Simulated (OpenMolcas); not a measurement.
Computed levels of 5d5 in ions with 73 electrons, in cm-1 above 6S 5/2.

```json
{
  "Program": "OpenMolcas 26.06",
  "Method": "SS-CASPT2, IPEA 0.25 Eh, imaginary shift 0.1 Eh",
  "Basis": "ANO-R2",
  "Scalar Hamiltonian": "X2C, finite nucleus",
  "Spin-orbit coupling": "RASSI with atomic mean-field integrals over the reference wave functions, term energies averaged over their components"
}
```

Active space for each ion: 5 electrons in 10 orbitals (5d 6d); closed shells correlated by CASPT2: 5s 5p.

```json
{"Level": "4G 7/2", "Re2+": "18800", "Ir4+": "23800", "Pt5+": "25770", "Au6+": "27700"}
{"Level": "4G 11/2", "Re2+": "19840", "Ir4+": "25310", "Pt5+": "27600", "Au6+": "29860"}
{"Level": "4G 9/2", "Re2+": "20220", "Ir4+": "26190", "Pt5+": "28800", "Au6+": "31410"}
{"Level": "4P 1/2", "Re2+": "21010", "Ir4+": "27810", "Pt5+": "30600", "Au6+": "33370"}
{"Level": "4D 7/2", "Re2+": "23220", "Ir4+": "31130", "Pt5+": "34680", "Au6+": "38240"}
{"Level": "4D 1/2", "Re2+": "25690", "Ir4+": "35400", "Pt5+": "39920", "Au6+": "44580"}
{"Level": "2I 11/2", "Re2+": "28730", "Ir4+": "36980", "Pt5+": "40840", "Au6+": "44880"}
{"Level": "2I 13/2", "Re2+": "31200", "Ir4+": "40710", "Pt5+": "45240", "Au6+": "49910"}
{"Level": "2H 9/2", "Re2+": "35670", "Ir4+": "46980", "Pt5+": "52150", "Au6+": "57400"}
```

Question: Estimate 4G 7/2, 4G 11/2 for Os3+ from its neighbours Re2+ and Ir4+.

Answer: 4G 7/2 is another term, which grows about linearly with the charge: (18800 + 23800) / 2 = 21300. The calculation gives 21500, so the estimate is off by -0.9 %.
4G 11/2 is another term, which grows about linearly with the charge: (19840 + 25310) / 2 = 22575. The calculation gives 22740, so the estimate is off by -0.7 %.

Mixed levels, with the weight of the term that names them: Re2+ 4G 7/2 (71 %), Re2+ 4P 1/2 (61 %), Re2+ 4D 7/2 (74 %), Re2+ 4D 1/2 (64 %), Re2+ 2H 9/2 (50 %), Os3+ 4G 7/2 (68 %), Os3+ 4P 1/2 (60 %), Os3+ 4D 7/2 (71 %), Os3+ 4D 1/2 (64 %), Os3+ 2H 9/2 (51 %), Ir4+ 4G 7/2 (65 %), Ir4+ 4P 1/2 (59 %), Ir4+ 4D 7/2 (66 %), Ir4+ 4D 1/2 (65 %), Ir4+ 2I 11/2 (73 %), Ir4+ 2H 9/2 (51 %), Pt5+ 4G 7/2 (60 %), Pt5+ 4P 1/2 (59 %), Pt5+ 4D 7/2 (61 %), Pt5+ 4D 1/2 (66 %), Pt5+ 2I 11/2 (71 %), Pt5+ 2H 9/2 (51 %), Au6+ 4G 7/2 (57 %), Au6+ 4G 11/2 (71 %), Au6+ 4P 1/2 (59 %), Au6+ 4D 7/2 (54 %), Au6+ 4D 1/2 (67 %), Au6+ 2I 11/2 (68 %), Au6+ 2H 9/2 (52 %).

CASPT2 does not keep the components of a term degenerate, so their means are used; among the terms shown or strongly mixed into the levels shown the widest spread is 250 cm-1 (5d5 2F(1), Os3+). Active for correlation alone: 6d; no level in the range computed is led by a configuration that fills it, so any true level of that kind is missing. The CASPT2 spread within a term exceeds the gap to the next term for 5d5 4F and 5d5 2F(1), so the order of their levels is uncertain, and so are names and mixing where such terms share a J (holds for Re2+). Only configurations of the active space appear.

A number in round brackets counts repeated terms of one configuration in the order of the reference energies.
